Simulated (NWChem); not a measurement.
C2H3ClF2; SMILES FC(F)CCl

```xyz
8

F     -1.2923    -1.0023     0.1532
C     -0.0258    -0.8807    -0.3291
F      0.6557    -2.0336    -0.0406
C      0.6987     0.2695     0.3527
Cl    -0.0374     1.8437    -0.0708
H     -0.0762    -0.7583    -1.4358
H      0.6451     0.1283     1.4497
H      1.7584     0.2773     0.0347
```
Atoms are numbered in this order, from 1.

Program: NWChem. Pople sets run with spherical d functions. Geometry: optimised at PBE-D3(BJ)/def2-SVP. Vertical excitations in the gas phase.

Task: Estimate the computed values for BHandHLYP/6-31+G*, TDA. Quantities: lowest excitation, singlet (eV); lowest state with f > 0.02, singlet (eV); orbital gap (eV).

Result: 
```yaml
lowest excitation, singlet (eV): 7.62
lowest state with f > 0.02, singlet (eV): 8.80
orbital gap (eV): 11.02
```
